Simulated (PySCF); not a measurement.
Input for PySCF: R-M06-2X/6-31G* on C3H8O2 (SMILES COCOC), a point of a torsion scan.

```python
from pyscf import gto, scf, dft, mp
from pyscf.data.elements import chemcore

mol = gto.M(
    atom='''
    C     2.08605300    0.41562688   -0.11157068
    O     1.39363354   -0.63755565    0.52975931
    C     0.02272079   -0.45551167    0.69745568
    O    -0.49556567    0.50231255   -0.17899480
    C    -1.88145015    0.67215424   -0.03893382
    H     1.96495142    1.36016979    0.42778607
    H     1.74527419    0.54664728   -1.14068209
    H     3.13197030    0.11617307   -0.10035842
    H    -0.45589486   -1.43884057    0.53943935
    H    -0.18480598   -0.13609563    1.74494467
    H    -2.13945494    0.99558292    0.97730229
    H    -2.42043527   -0.25690289   -0.26006365
    H    -2.16878866    1.44134943   -0.75212280
    ''',
    basis='6-31g*',
    cart=True,
    charge=0, spin=0, verbose=3, max_memory=1800)
mf = dft.RKS(mol, xc='m062x')
mf.conv_tol = 1e-8
mf.max_cycle = 100
mf.kernel()
if not mf.converged:
    mf = mf.newton().run(mf.mo_coeff, mf.mo_occ)
```

Question: Predict the final total energy.

Answer: -269.4144 hartree.
